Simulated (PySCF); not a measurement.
Relaxation of singlet SbCl₅

Method: B3LYP/[Sb def2-SVP with ECP28, Cl def2-SVP], scalar-relativistic core potentials, density fitting, no spin–orbit coupling, PySCF. A (50,194) grid was used.

A hand-made square pyramidal start, of C4v symmetry, held to at least that symmetry:

```xyz
6
charge 0 multiplicity 1, angstrom
Sb    0.0000    0.0000   -0.0476
Cl    0.0000    0.0000    2.3424
Cl    2.3378    0.0000   -0.5445
Cl    0.0000    2.3378   -0.5445
Cl   -2.3378    0.0000   -0.5445
Cl    0.0000   -2.3378   -0.5445
```

What forces act on the atoms at the start (eV/Å)?


```
atom     Fx     Fy     Fz
 Sb1   0.00   0.00   0.62
 Cl2   0.00   0.00  -0.70
 Cl3  -0.07   0.00   0.02
 Cl4   0.00  -0.07   0.02
 Cl5   0.07   0.00   0.02
 Cl6   0.00   0.07   0.02
```

What does it relax to?

It ends at C4v with Sb–Cl 2.337 Å, Sb–Cl 2.386 Å (×4); Cl–Sb–Cl 87.5° (×4), Cl–Sb–Cl 102.0° (×4), Cl–Sb–Cl 156.1° (×2) (after a last refinement on a finer grid). A frequency run shows 1 imaginary mode, down to 37i cm⁻¹, so it is a saddle point.

How much energy is released, and in how many steps?

2.0 kJ/mol in 3 steps.
